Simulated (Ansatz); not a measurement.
C2H10N3Sc, SMILES `C[N](C)[Sc]([NH2])[NH2]`. The species carries charge 0 and has multiplicity 1. The geometry is a stationary point of PBE0-D4/def2-TZVP. It is one conformer, not always the lowest.

```xyz
16

C    -1.051   -0.335   -1.701
N    -0.317   -0.596   -0.492
C    -0.193   -2.005   -0.229
Sc    0.438    0.824    0.680
N     1.441    0.324    2.336
N     0.193    2.749    0.200
H    -1.135    0.742   -1.884
H    -0.568   -0.778   -2.587
H    -2.076   -0.739   -1.662
H     0.369   -2.184    0.695
H     0.336   -2.535   -1.038
H    -1.172   -2.496   -0.114
H     1.861    0.969    2.994
H     1.629   -0.608    2.682
H     0.537    3.543    0.727
H    -0.291    3.123   -0.606
```

Task: What is the dipole moment at r2SCAN/def2-TZVPP? (An estimate is asked.)

Result: Computed: 0.02 D, zero by symmetry or nearly so.

Task: Give the Mulliken charges with r2SCAN, B3LYP, PBE in def2-TZVPP. (Estimate.)

Result: The calculation gave: 
```json
{"atom": "C1", "r2SCAN": "-0.03", "B3LYP": "-0.16", "PBE": "-0.17"}
{"atom": "N2", "r2SCAN": "-0.29", "B3LYP": "-0.29", "PBE": "-0.21"}
{"atom": "C3", "r2SCAN": "-0.03", "B3LYP": "-0.16", "PBE": "-0.17"}
{"atom": "Sc4", "r2SCAN": "0.66", "B3LYP": "0.63", "PBE": "0.52"}
{"atom": "N5", "r2SCAN": "-0.51", "B3LYP": "-0.45", "PBE": "-0.44"}
{"atom": "N6", "r2SCAN": "-0.51", "B3LYP": "-0.45", "PBE": "-0.44"}
{"atom": "H7", "r2SCAN": "0.02", "B3LYP": "0.07", "PBE": "0.07"}
{"atom": "H8", "r2SCAN": "0.03", "B3LYP": "0.07", "PBE": "0.07"}
{"atom": "H9", "r2SCAN": "0.03", "B3LYP": "0.08", "PBE": "0.07"}
{"atom": "H10", "r2SCAN": "0.02", "B3LYP": "0.07", "PBE": "0.07"}
{"atom": "H11", "r2SCAN": "0.03", "B3LYP": "0.08", "PBE": "0.07"}
{"atom": "H12", "r2SCAN": "0.03", "B3LYP": "0.07", "PBE": "0.07"}
{"atom": "H13", "r2SCAN": "0.13", "B3LYP": "0.11", "PBE": "0.12"}
{"atom": "H14", "r2SCAN": "0.13", "B3LYP": "0.11", "PBE": "0.12"}
{"atom": "H15", "r2SCAN": "0.13", "B3LYP": "0.11", "PBE": "0.12"}
{"atom": "H16", "r2SCAN": "0.13", "B3LYP": "0.11", "PBE": "0.12"}
```

B3LYP here is the variant with VWN-RPA as its local correlation; programs differ in this.
